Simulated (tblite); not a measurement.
Compound: C7H15NOSi.
Cartesian coordinates in Å at the GFN2-xTB level; atoms count from 1:
```
atom  x, y, z in Å
C1     4.320    0.804    0.166
C2     3.243    1.567    0.126
O3     1.969    1.159    0.126
Si4    1.335   -0.345    0.132
N5    -0.333   -0.015    0.114
C6    -0.990    1.127   -0.480
C7    -2.300    1.202    0.297
C8    -2.676   -0.274    0.425
C9    -1.326   -1.021    0.429
C10   -1.318   -2.178   -0.570
H11    5.302    1.238    0.162
H12    4.246   -0.267    0.203
H13    3.316    2.650    0.092
H14    1.644   -1.068    1.369
H15    1.863   -1.089   -1.026
H16   -0.368    2.014   -0.377
H17   -1.195    0.964   -1.548
H18   -2.115    1.634    1.281
H19   -3.063    1.789   -0.211
H20   -3.258   -0.478    1.322
H21   -3.264   -0.584   -0.441
H22   -1.100   -1.426    1.422
H23   -0.372   -2.709   -0.516
H24   -1.444   -1.798   -1.581
H25   -2.126   -2.873   -0.351
```

Computed values, GFN2-xTB/tblite, gas phase, harmonic and unscaled. This tight-binding method is rough: wavenumbers can miss measured ones by several per cent, in bad cases by 10 to 20. Modes of hydrogen on silicon can be 10 to 20 % off. One conformer, not necessarily the lowest.

Harmonic wavenumbers (cm⁻¹): 41.2, 49.0, 55.8, 80.5, 117.3, 148.7, 181.0, 220.3, 225.8, 258.9, 377.1, 446.9, 488.6, 524.3, 553.5, 586.5, 621.9, 672.7, 733.1, 751.1, 796.3, 829.8, 830.2, 864.3, 900.7, 919.4, 988.7, 993.2, 997.9, 1003.1, 1018.7, 1062.5, 1106.3, 1124.5, 1150.6, 1179.5, 1191.0, 1209.3, 1222.2, 1244.0, 1284.8, 1301.8, 1306.6, 1315.1, 1328.1, 1333.6, 1389.4, 1397.2, 1475.2, 1484.6, 1492.2, 1493.9, 1505.4, 1705.4, 2144.7, 2236.3, 2850.9, 2899.1, 2982.3, 2999.0, 3009.0, 3012.6, 3015.1, 3016.6, 3030.0, 3035.6, 3050.7, 3130.8, 3166.7.

A = 2580, B = 614.4, C = 523.0 MHz; mass 157.092 u (most abundant isotopes); point group C1, symmetry number 1.

**Question.** What is the zero-point energy?

**Answer.** Half the sum of the wavenumbers: 45580 cm⁻¹ = 545.25 kJ/mol.

**Question.** Entropy at 298.15 K, 1 bar (ideal gas, RRHO, classical rotation)?

**Answer.** Translation 171.92, rotation 126.94, vibration 166.65: S = 465.5 J/(mol K).

**Question.** And Cp and H(298.15 K) − H(0)?

**Answer.** Cp = 195.37 J/(mol K), of which vibrations give 162.12 (their classical limit is 69 R = 573.7); H(298.15 K) − H(0) = 34.76 kJ/mol without the zero-point energy, 24.85 from vibrations.

**Question.** Blend soft modes into free rotors: weight 1/[1 + (100 cm⁻¹/ν̃)⁴] for the oscillator and the rest for a rotor with moment μB/(μ + B), μ = h/(8π²ν), B = 10⁻⁴⁴ kg m². What vibrational entropy results?

**Answer.** 148.01 J/(mol K) in place of 166.65, which changes −T·S at 298.15 K by +5.56 kJ/mol.

**Question.** What must be added to the electronic energy to get the Gibbs energy at 298.15 K and 1 bar?

**Answer.** ZPE + [H(298.15 K) − H(0)] − T·S = 545.25 + 34.76 − 138.79 = 441.22 kJ/mol.

Hindered rotation and anharmonicity are outside this model. Other conformers, if any are populated, would add a mixing term that is left out. The structure is chiral; the term R ln 2 for an equal mix with its mirror image is left out.
